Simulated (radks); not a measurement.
Species: the neodymium ion Nd+. Configuration: [Xe] 4f4 6s1 (the NIST ground configuration).

Calculated with a radial shooting solver on a logarithmic mesh with Libxc functionals: scalar-relativistic Kohn-Sham, PBE, spin-polarised, spherical densities, point nucleus; open shells are filled with parallel spins first (spin-orbit coupling, left out, can overturn this in heavy ions).

Energy parts (hartree):
| part | energy |
|---|---|
| total | -9623.8753 |
| kinetic | 10243.4615 |
| electron-nucleus | -23362.6701 |
| Hartree | 3717.4588 |
| exchange-correlation | -222.1255 |

Orbitals (lengths in bohr, moments of r in powers of bohr; <r^-3> diverges for s and p1/2; r(max) is where P^2 peaks):
| orbital | occ. | eigenvalue (hartree) | r(max) | <r^-3> | <r> |
|---|---|---|---|---|---|
| 1s up | 1 | -1595.258 | 0.01510 | - | 0.02363 |
| 1s down | 1 | -1595.258 | 0.01510 | - | 0.02363 |
| 2s up | 1 | -258.1858 | 0.08549 | - | 0.1010 |
| 2s down | 1 | -258.1852 | 0.08549 | - | 0.1010 |
| 2p up | 3 | -230.8117 | 0.06892 | 9017 | 0.08880 |
| 2p down | 3 | -230.8114 | 0.06892 | 9017 | 0.08880 |
| 3s up | 1 | -56.18429 | 0.2438 | - | 0.2664 |
| 3s down | 1 | -56.14535 | 0.2437 | - | 0.2662 |
| 3p up | 3 | -47.55251 | 0.2388 | 1835 | 0.2646 |
| 3p down | 3 | -47.51377 | 0.2387 | 1837 | 0.2644 |
| 3d up | 5 | -35.57902 | 0.1961 | 250.4 | 0.2418 |
| 3d down | 5 | -35.54905 | 0.1960 | 250.8 | 0.2416 |
| 4s up | 1 | -11.37846 | 0.5653 | - | 0.6075 |
| 4s down | 1 | -11.27223 | 0.5650 | - | 0.6072 |
| 4p up | 3 | -8.55304 | 0.5901 | 398.7 | 0.6434 |
| 4p down | 3 | -8.44587 | 0.5898 | 398.9 | 0.6431 |
| 4d up | 5 | -4.53818 | 0.6189 | 44.81 | 0.7074 |
| 4d down | 5 | -4.42982 | 0.6183 | 44.82 | 0.7074 |
| 5s up | 1 | -1.73103 | 1.317 | - | 1.468 |
| 5s down | 1 | -1.65962 | 1.327 | - | 1.482 |
| 5p up | 3 | -1.05031 | 1.493 | 54.25 | 1.718 |
| 5p down | 3 | -0.99281 | 1.508 | 52.03 | 1.738 |
| 6s up | 1 | -0.31463 | 3.521 | - | 3.972 |
| 4f up | 4 | -0.31282 | 0.6632 | 4.933 | 1.090 |
| 4f down | 0 | -0.21768 | 0.6643 | 4.719 | 1.151 |

The highest occupied level is 4f up at -8.512 eV. Spin moment in Bohr magnetons: 5. Summed over all electrons, <r^2> = 60.36 bohr^2, which gives a Langevin (diamagnetic) susceptibility term of -47.8 x 10^-6 cm^3/mol. The density falls to 0.001 e/bohr^3 at r = 4.58 bohr.
